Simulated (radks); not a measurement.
The numbers below are computed, except where a source is named.
Spherical quantum dot in the effective-mass picture: electrons in a hard-walled sphere of radius 4.41, with a point charge +2 (a donor) at the centre, all in effective atomic units (hartree* = m*/eps^2 hartree, bohr* = eps/m* bohr), one dielectric constant everywhere. Level of theory: non-relativistic Kohn-Sham, r2SCAN, spin-polarised, spherical densities, generalised Kohn-Sham scheme (a radial shooting solver with Libxc functionals). Levels are named by radial order and angular momentum (1s, 1p, 1d, 2s, ...), and open shells are averaged over m. At N = 19 the configuration is 1s2 1p6 1d(up 5, down 4) 2s2. Does electron 20 go into 1f down or 1f up or 1d down?

Answer. Into 1d down. The total energies of the other choices lie higher by 0.321 hartree* (1f up), 0.338 hartree* (1f down).
